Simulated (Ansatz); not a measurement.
Calculated with Ansatz (gas phase, PBE0-D4/def2-TZVP geometries, no zero-point term in ΔE). CCSD(T)/CBS is the MP2 limit (def2-TZVPP, def2-QZVPP) plus CCSD(T) − MP2 in def2-TZVPP, frozen cores. This one scheme is used for every species. DFT in def2-TZVPP. One conformer a species, not always the lowest.

`OC(O)[SiH2]Cl` + `C=C[SiH](N)Cl` → `C=C[SiH](Cl)N[SiH2]Cl` + `OCO`  (ligand exchange at the Si–C bond)

`OC(O)[SiH2]Cl`:

```xyz
10

O     0.613   -1.559   -0.047
C     0.149   -0.343   -0.569
O    -1.147   -0.448   -1.103
Si    0.024    1.045    0.732
Cl    1.899    1.423    1.475
H     0.047   -1.813    0.689
H     0.880   -0.081   -1.343
H    -1.128   -1.079   -1.831
H    -0.829    0.559    1.846
H    -0.509    2.297    0.150
```

`C=C[SiH](N)Cl`:

Z-matrix (Å, degrees):
```
Si
C 1 1.850
Cl 1 2.077 2 107.5
N 1 1.703 2 108.9 3 -124.7
H 1 1.480 2 113.8 3 116.1
C 2 1.329 1 125.0 3 -1.3
H 2 1.090 1 116.5 3 178.8
H 4 1.008 1 120.1 2 48.9
H 4 1.007 1 120.2 2 -166.0
H 6 1.086 2 121.5 1 -0.0
H 6 1.086 2 121.9 1 -179.9
```

`C=C[SiH](Cl)N[SiH2]Cl`:

Cartesian coordinates in Å:
```
C -1.402 1.697 0.854
C -0.155 1.388 0.508
Si 0.214 0.630 -1.133
Cl 1.665 1.705 -2.127
N 0.796 -0.974 -0.905
Si 0.674 -1.948 0.499
Cl -1.225 -2.698 0.792
H -2.240 1.520 0.186
H -1.643 2.138 1.817
H 0.653 1.589 1.208
H -0.988 0.678 -1.996
H 1.090 -1.461 -1.742
H 1.572 -3.113 0.338
H 0.989 -1.152 1.701
```

`OCO`:

```xyz
7

O     1.215   -0.093   -0.026
C    -0.091    0.357    0.181
O    -1.055   -0.536   -0.292
H     1.326   -0.915    0.461
H    -0.145    1.326   -0.326
H    -0.316    0.487    1.244
H    -0.933   -0.627   -1.242
```

```
                species  PBE energy (Eh)
        `OC(O)[SiH2]Cl`       -940.85008
        `C=C[SiH](N)Cl`       -883.89794
`C=C[SiH](Cl)N[SiH2]Cl`      -1633.95302
                  `OCO`       -190.82457
```

Work out ΔE.

ΔE = (-1633.95302) + (-190.82457) − (-940.85008) − (-883.89794) = -0.02957 Eh = -77.6 kJ/mol. CCSD(T)/CBS gives -93.9 kJ/mol.

Largest T1 diagnostic among the species: 0.011.

In def2-TZVPP, CCSD(T) changes the Hartree–Fock value by +8.4 kJ/mol (the triples alone add +1.2 kJ/mol) and MP2 by +4.1 kJ/mol. From PBE to PBE0 (25 % exact exchange), in def2-TZVPP and without D4, ΔE moves by −7.3 kJ/mol. The D4 term adds −6.3 kJ/mol with B3LYP and −4.2 kJ/mol with PBE0; it sums over pairs of atoms, weighted by their polarisabilities, and B3LYP, whose exchange is more repulsive, gets the larger term.

B3LYP here is the variant with VWN-RPA as its local correlation; programs differ in this.
